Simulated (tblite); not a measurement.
Compound: C5H12O2Si2.
Geometry (GFN2-xTB, Å), atoms numbered from 1 in this order:
```xyz
21
C5H12O2Si2 angstrom
O     -2.137   -1.828    0.070
C     -1.055   -1.437    0.419
C     -0.564   -0.035    0.217
O      0.826    0.081    0.408
C      1.620   -0.551   -0.583
Si     3.407   -0.349    0.040
C     -1.151    0.569   -1.081
Si    -2.636    1.244   -0.093
C     -1.350    0.807    1.255
H     -0.361   -2.083    0.993
H      1.333   -1.605   -0.693
H      1.460   -0.078   -1.560
H      3.539   -1.064    1.308
H      3.667    1.077    0.224
H      4.309   -0.915   -0.967
H     -1.310   -0.162   -1.870
H     -0.493    1.351   -1.456
H     -2.904    2.675   -0.238
H     -3.840    0.427   -0.103
H     -0.724    1.640    1.568
H     -1.642    0.253    2.144
```

Computed with GFN2-xTB (tblite): harmonic, unscaled wavenumbers at the GFN2-xTB geometry, gas phase. Against measured fundamentals such values can be off by several per cent, at times by over 20. Modes of hydrogen on silicon can be 10 to 20 % off. One conformer, not necessarily the lowest.

Harmonic wavenumbers (cm⁻¹): 27.8, 68.2, 83.3, 95.9, 128.2, 175.4, 195.6, 244.9, 266.3, 358.8, 405.2, 447.2, 468.2, 509.4, 518.4, 550.5, 610.1, 614.6, 701.7, 713.7, 753.4, 758.4, 759.2, 770.3, 777.5, 792.7, 795.1, 803.9, 848.0, 889.7, 959.7, 1029.8, 1043.3, 1078.7, 1106.1, 1173.5, 1197.2, 1199.3, 1227.1, 1284.1, 1350.8, 1450.0, 1460.9, 1496.4, 1775.0, 2250.1, 2265.4, 2283.4, 2293.6, 2346.2, 2764.4, 2867.4, 2902.9, 3001.3, 3004.0, 3013.2, 3014.9.

A = 2412, B = 602.9, C = 546.2 MHz; mass 160.038 u (most abundant isotopes); point group C1, symmetry number 1.

What is the zero-point energy?

Half the sum of the wavenumbers: 32985 cm⁻¹ = 94.31 kcal/mol.

Give the ideal-gas entropy at 298.15 K and 1 bar in the rigid-rotor, harmonic-oscillator model (classical rotation).

Translation 41.15, rotation 30.38, vibration 38.11: S = 109.6 cal/(mol K).

And Cp and H(298.15 K) − H(0)?

Cp = 47.58 cal/(mol K), of which vibrations give 39.63 (their classical limit is 57 R = 113.3); H(298.15 K) − H(0) = 8.26 kcal/mol without the zero-point energy, 5.89 from vibrations.

Which modes carry the vibrational entropy at 298.15 K?

27.8 cm⁻¹: 5.98; 68.2 cm⁻¹: 4.20; 83.3 cm⁻¹: 3.81; 95.9 cm⁻¹: 3.54; 128.2 cm⁻¹: 2.97; 175.4 cm⁻¹: 2.38 cal/(mol K); the other 51 give 15.23 together.

How do the functions run with temperature in this model?

```
 T (K)  S (cal/(mol K))  Cp (cal/(mol K))  H − H(0) (kcal/mol)  G − H(0) (kcal/mol)  ln q(vib)
    50             62.3              15.1                 0.55                -2.56       0.95
   100             74.8              21.4                 1.47                -6.01       2.61
373.15            121.3              56.6                12.17               -33.09      11.74
   500            139.6              68.7                20.16               -49.66      15.92
   750            170.8              84.9                39.53               -88.60      23.76
  1000            196.8              95.2                62.14              -134.65      30.92
```

q(vib) and H(0) count from the zero-point level.

Blend soft modes into free rotors: weight 1/[1 + (100 cm⁻¹/ν̃)⁴] for the oscillator and the rest for a rotor with moment μB/(μ + B), μ = h/(8π²ν), B = 10⁻⁴⁴ kg m². What vibrational entropy results?

34.52 cal/(mol K) in place of 38.11, which changes −T·S at 298.15 K by +1.07 kcal/mol.

Hindered rotation and anharmonicity are outside this model. Other conformers, if any are populated, would add a mixing term that is left out. The structure is chiral; the term R ln 2 for an equal mix with its mirror image is left out.
